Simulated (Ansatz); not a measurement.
## Ansatz (development build ahead of 0.2.0) run

```yaml
crystal:
  periodic: [false, false, false]
  atoms:
    - { symbol: Sc, position_ang: [0.0, 0.0, 0.0] }
    - { symbol: "N", position_ang: [0.0, 0.0, 1.69] }
basis:
  gaussian: { orbitals: def2-SVP }
magnetization:
  spin_polarized: true
hamiltonian:
  xc: pbe0
scf:
  omitted_lower_state_checks: [starts, atomic_configurations, cluster_reference, orbital_swaps, given_window_search, neighbouring_geometries, increment]
output:
  forces: true
```

The input is written out in the form of the current development build from the run's settings.

Results

```
Converged                       : yes
Total energy                    : -814.93948 hartree
Spin squared of the determinant : 0.275
Stability test                  : minimum
```

Forces (eV/Å):
```
atom     Fx     Fy      Fz
 Sc1  0.000  0.000   1.643
  N2  0.000  0.000  -1.643
```

Caution: the unrestricted determinant is spin contaminated.
